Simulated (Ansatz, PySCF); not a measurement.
The pair A = aminoborane (SMILES BN) (first 6 atoms), B = HF (SMILES F); geometry from B3LYP-D3(BJ)/def2-TZVP.
(charge 0, multiplicity 1):
```xyz
8

B      0.906    -0.126     0.061
N     -0.143     0.579     0.665
H      0.663    -0.824    -0.871
H      1.999    -0.026     0.521
H      0.012     1.277     1.378
H     -1.065     0.633     0.257
F     -0.986    -1.360     2.587
H     -0.646    -0.783     1.930
```

Frozen-core correlation. CBS: X⁻³ extrapolation of the correlation energy, Hartree–Fock from the larger set.

Programs: Ansatz (Gaussian basis) for Hartree–Fock, density functionals and correlated methods; PySCF for the dispersion terms. 

The monomers are drawn apart, rigid, along the line of their centres of mass. Counterpoise-corrected interaction energies (kcal/mol):

| level | R = 3.758 Å | R = 4.528 Å |
|---|---|---|
| PBE/def2-TZVPPD | -2.7325 | -0.9676 |
| PBE-D3(BJ)/def2-TZVPPD | -3.1234 | -1.1441 |
| wB97M-V/def2-TZVPPD | -2.8368 | -1.0424 |
| MP2/CBS(aug-cc-pVDZ, aug-cc-pVTZ) + ΔCCSD(T)/aug-cc-pVDZ | -2.7876 | -1.0392 |

Question: R is the distance of the centres of mass. Find the local exponent m of E ∝ R⁻ᵐ between the two points.

Answer: 
m = ln(E₁/E₂)/ln(R₂/R₁): PBE/def2-TZVPPD 5.6; PBE-D3(BJ)/def2-TZVPPD 5.4; wB97M-V/def2-TZVPPD 5.4; MP2/CBS(aug-cc-pVDZ, aug-cc-pVTZ) + ΔCCSD(T)/aug-cc-pVDZ 5.3. For scale, two fixed dipoles give m = 3, dipole and quadrupole 4, quadrupoles 5, and dispersion or dipole-induced dipole 6 at long range; at these distances several terms mix, and what is left of overlap and damping shifts m, so it need not match one of them.

Ansatz is a first-principles code.
